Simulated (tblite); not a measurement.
Compound: C₈H₁₅PS.
Cartesian coordinates in Å at the GFN2-xTB level; atoms count from 1:
```
atom  x, y, z in Å
C1    -2.8668    1.2522   -0.3215
C2    -1.8468    0.3088    0.3100
C3    -2.0519   -1.1226   -0.1704
C4    -0.4275    0.7835    0.0035
P5     0.8458   -0.1912    0.9257
S6     0.3563   -0.7481    2.7163
C7     2.3839    0.8396    0.7716
C8     3.0581    0.3240   -0.4594
C9     2.6164   -0.8183   -0.9580
C10    1.4807   -1.4866   -0.2500
H11   -3.8768    0.9340   -0.0751
H12   -2.7634    1.2568   -1.4053
H13   -2.7310    2.2683    0.0422
H14   -1.9749    0.3236    1.3992
H15   -3.0663   -1.4511    0.0421
H16   -1.3649   -1.7888    0.3515
H17   -1.8821   -1.2003   -1.2436
H18   -0.3089    1.8221    0.3306
H19   -0.2083    0.7300   -1.0663
H20    3.0011    0.6737    1.6611
H21    2.1589    1.9078    0.7184
H22    3.8802    0.8811   -0.8807
H23    3.0393   -1.2909   -1.8310
H24    0.7105   -1.8394   -0.9384
H25    1.8273   -2.3442    0.3365
```

Computed values, GFN2-xTB/tblite, gas phase, harmonic and unscaled. Against measured fundamentals such values can be off by several per cent, at times by over 20. One conformer, not necessarily the lowest.

Harmonic wavenumbers (cm⁻¹): 34.9, 74.6, 80.2, 115.2, 164.4, 207.1, 217.7, 218.9, 231.8, 276.9, 323.4, 361.2, 381.8, 426.5, 447.8, 620.5, 636.9, 694.2, 730.8, 749.6, 783.4, 793.7, 817.3, 863.3, 882.7, 889.5, 951.3, 978.9, 986.2, 990.7, 1006.3, 1035.3, 1060.8, 1076.6, 1118.8, 1133.2, 1179.0, 1197.7, 1203.1, 1212.7, 1219.0, 1299.2, 1320.2, 1331.1, 1404.9, 1411.8, 1414.6, 1418.9, 1425.3, 1491.3, 1497.9, 1502.6, 1506.6, 1702.3, 2919.3, 2921.9, 2922.8, 2926.8, 2941.6, 2950.5, 2964.4, 3004.9, 3011.1, 3024.2, 3033.4, 3041.4, 3044.9, 3082.8, 3097.8.

A = 1352, B = 718.0, C = 605.2 MHz; mass 174.063 u (most abundant isotopes); point group C1, symmetry number 1.

Task: What is the zero-point energy?

Result: ½Σν̃ = 45994 cm⁻¹ = 131.50 kcal/mol.

Task: What is S at 400 K and 1 bar for an ideal gas of classical rigid rotors and harmonic oscillators?

Result: Translation 42.86, rotation 31.56, vibration 51.26: S = 125.7 cal/(mol K).

Task: And Cp and H(400 K) − H(0)?

Result: Cp = 61.27 cal/(mol K), of which vibrations give 53.32 (their classical limit is 69 R = 137.1); H(400 K) − H(0) = 13.87 kcal/mol without the zero-point energy, 10.69 from vibrations.

Task: Which modes carry the vibrational entropy at 400 K?

Result: 34.9 cm⁻¹: 6.11; 74.6 cm⁻¹: 4.61; 80.2 cm⁻¹: 4.46; 115.2 cm⁻¹: 3.75; 164.4 cm⁻¹: 3.06; 207.1 cm⁻¹: 2.62 cal/(mol K); the other 63 give 26.65 together.

Task: How do the functions run with temperature in this model?

Result: 
```
T (K)  S (cal/(mol K))  Cp (cal/(mol K))  H − H(0) (kcal/mol)  G − H(0) (kcal/mol)  ln q(vib)
  100             74.4              22.0                 1.44                -5.99       2.26
  200             93.5              34.6                 4.28               -14.43       5.62
  300            110.0              48.0                 8.39               -24.61       8.99
  500            140.6              72.8                20.59               -49.73      15.71
  800            180.6              96.9                46.36               -98.09      25.48
 1000            203.4             107.4                66.85              -136.53      31.59
```

q(vib) and H(0) count from the zero-point level.

Task: Blend soft modes into free rotors: weight 1/[1 + (100 cm⁻¹/ν̃)⁴] for the oscillator and the rest for a rotor with moment μB/(μ + B), μ = h/(8π²ν), B = 10⁻⁴⁴ kg m². What vibrational entropy results?

Result: 47.37 cal/(mol K) in place of 51.26, which changes −T·S at 400 K by +1.56 kcal/mol.

Task: What must be added to the electronic energy to get the Gibbs energy at 400 K and 1 bar?

Result: ZPE + [H(400 K) − H(0)] − T·S = 131.50 + 13.87 − 50.27 = 95.10 kcal/mol.

Hindered rotation and anharmonicity are outside this model. Other conformers, if any are populated, would add a mixing term that is left out. The structure is chiral; the term R ln 2 for an equal mix with its mirror image is left out.
